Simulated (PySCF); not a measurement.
Choosing a molecule for a target property.

Species are written as SMILES; each is one conformer at its optimised geometry, gas phase, non-relativistic unless stated; the electronic structure was computed with PySCF and density fitting.

The conformers computed, where there is a choice (atom-mapped SMILES and torsion angles):
- `[OH:1][Si@@H:2]1[CH2:3][CH2:4][C@@H:5]1[F:6]`: H–O1–Si2–C3 60°
- `[O:1]=[CH:2][C@@H:3]([F:4])[CH2:5][SiH3:6]`: O1–C2–C3–F4 -166°, C2–C3–C5–Si6 52°
- `[CH3:1][SiH2:2][O:3]/[CH:4]=[CH:5]/[F:6]`: C1–Si2–O3–C4 180°, Si2–O3–C4–C5 180°
- `[F:1][SiH2:2][O:3][CH:4]1[CH2:5][CH2:6]1`: F1–Si2–O3–C4 65°, Si2–O3–C4–C5 156°
- `[O:1]=[C:2]([OH:3])[C:4]([F:5])([F:6])[F:7]`: O1–C2–C4–F5 0°, H–O3–C2–O1 0°
- `[OH:1][Si@@H:2]1[CH2:3][CH2:4][C@H:5]1[F:6]`: H–O1–Si2–C3 173°

(1) Wanted: smallest rotational constant above 1.94 GHz (GFN2-xTB) and lowest triplet excitation (Tamm–Dancoff) above 4 eV (TDA wB97X-D/def2-SVPD), at GFN2-xTB geometries. Which candidate meets both?
A. `F[SiH2]OC1CC1`
B. `C[SiH2]O/C=C/F`
C. `C1C(=C)[SiH2]OC=1`
D. `O=C(O)C(F)(F)F`
E. `C1C[Si@H]([C@H]1F)O`
F. `F[C@H](C=O)C[SiH3]`

(2) Wanted: lowest singlet excitation below 4.6 eV (TDDFT wB97X-D/def2-SVPD) and HOMO–LUMO gap below 10.4 eV (wB97X-D/def2-SVPD), at GFN2-xTB geometries. Which candidate meets both?
A. `C[Si@@H]1OC[C@@H]1F`
B. `O[Si@@H]1CC[C@@H]1F`
C. `C[SiH2]O/C=C/F`
D. `C=C1C=CO[SiH2]1`
E. `O=C[C@@H](F)C[SiH3]`
F. `F[SiH2]OC1CC1`
G. `O[Si@@H]1CC[C@H]1F`

(3) Wanted: static isotropic polarisability below 64 au (wB97X-D/def2-SVPD) and dipole moment below 2 D (wB97X-D/def2-SVPD), at GFN2-xTB geometries. Which candidate meets both?
A. `C=C1C=CO[SiH2]1`
B. `O[Si@@H]1CC[C@@H]1F`
C. `C[SiH2]O/C=C/F`
D. `O=C(O)C(F)(F)F`
E. `C([C@@H](F)C[SiH3])=O`

(4) Wanted: HOMO energy between -9.7 eV and -8.3 eV (wB97X-D/def2-SVPD) and electronic spatial extent ⟨r²⟩ about the centre of nuclear charge below 1000 bohr² (wB97X-D/def2-SVPD), at GFN2-xTB geometries. Which candidate meets both?
A. `C=C1C=CO[SiH2]1`
B. `O=C(O)C(F)(F)F`
C. `O[Si@@H]1CC[C@@H]1F`
D. `C[SiH2]O/C=C/F`
E. `C([C@@H](F)C[SiH3])=O`

Results:

(1) D. Computed values:
| species | smallest rotational constant | lowest triplet excitation (Tamm–Dancoff) |
| --- | --- | --- |
| C[SiH2]O/C=C/F | 0.951 GHz | 4.24 eV |
| F[SiH2]OC1CC1 | 1.390 GHz | 7.46 eV |
| F[C@H](C=O)C[SiH3] | 1.492 GHz | 3.75 eV |
| C1C[Si@H]([C@H]1F)O | 1.894 GHz | 5.93 eV |
| C1C(=C)[SiH2]OC=1 | 1.983 GHz | 3.01 eV |
| O=C(O)C(F)(F)F | 2.052 GHz | 5.22 eV |

(2) E. Computed values:
| species | lowest singlet excitation | HOMO–LUMO gap |
| --- | --- | --- |
| O=C[C@@H](F)C[SiH3] | 4.28 eV | 10.20 eV |
| C=C1C=CO[SiH2]1 | 5.01 eV | 8.83 eV |
| C[SiH2]O/C=C/F | 6.31 eV | 10.53 eV |
| O[Si@@H]1CC[C@@H]1F | 6.41 eV | 11.17 eV |
| O[Si@@H]1CC[C@H]1F | 6.64 eV | 11.05 eV |
| C[Si@@H]1OC[C@@H]1F | 6.79 eV | 11.50 eV |
| F[SiH2]OC1CC1 | 7.61 eV | 11.93 eV |

(3) B. Computed values:
```csv
species,static isotropic polarisability,dipole moment
O=C(O)C(F)(F)F,35.3 au,2.56 D
O[Si@@H]1CC[C@@H]1F,62.2 au,1.43 D
C([C@@H](F)C[SiH3])=O,65.7 au,1.00 D
C[SiH2]O/C=C/F,68.4 au,2.31 D
C=C1C=CO[SiH2]1,75.5 au,0.70 D
```

(4) C. Computed values:
| species | HOMO energy | electronic spatial extent ⟨r²⟩ about the centre of nuclear charge |
| --- | --- | --- |
| O=C(O)C(F)(F)F | -11.35 eV | 600 bohr² |
| C([C@@H](F)C[SiH3])=O | -9.93 eV | 784 bohr² |
| O[Si@@H]1CC[C@@H]1F | -9.50 eV | 684 bohr² |
| C[SiH2]O/C=C/F | -8.58 eV | 1142 bohr² |
| C=C1C=CO[SiH2]1 | -8.00 eV | 631 bohr² |
